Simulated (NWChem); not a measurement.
A series in which one site is exchanged, each optimised at PBE0/def2-SVP with NWChem, gas phase unless a solvent is named. This build's default masses of Se (78.918 u) and Br (79.917 u) are each other's, which moves their modes by up to 0.6 %. For some, no frequency run checked for a minimum. def2 effective core potentials on Sb, Bi; no spin-orbit coupling.

A: [Br][GaH][Br] (GaHBr2; site = Ga)
B: BrBBr (BHBr2; site = B)
C: [Br][BiH][Br] (BiHBr2; site = Bi)
D: [Br][SbH][Br] (SbHBr₂; site = Sb)

### Question
Rank them by orbital gap (eV), PBE0/def2-SVP, lowest first.

### Answer
C (5.29), D (5.50), B (6.50), A (6.61)
